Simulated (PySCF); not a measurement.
C2H4BrCl, SMILES C[C@@H](Cl)Br.

Geometry: PBE0-D3(BJ)/def2-SVP.

Method: SMD-M06-2X/6-31G* run with PySCF.

Solvation free energies are E(SMD) − E(gas) at the gas-phase geometry, for 1 M in both phases. Bromine has the revised SMD18 radius of 2.60 Å. In vacuum the dipole moment is 2.20 D.

```csv
solvent,ΔG(solv) (kcal/mol),its non-electrostatic (CDS) part,dipole (D)
water,-2.7,1.2,2.92
ethylethanoate,-5.9,-3.0,2.74
"N,N-dimethylformamide",-6.1,-2.3,2.90
```
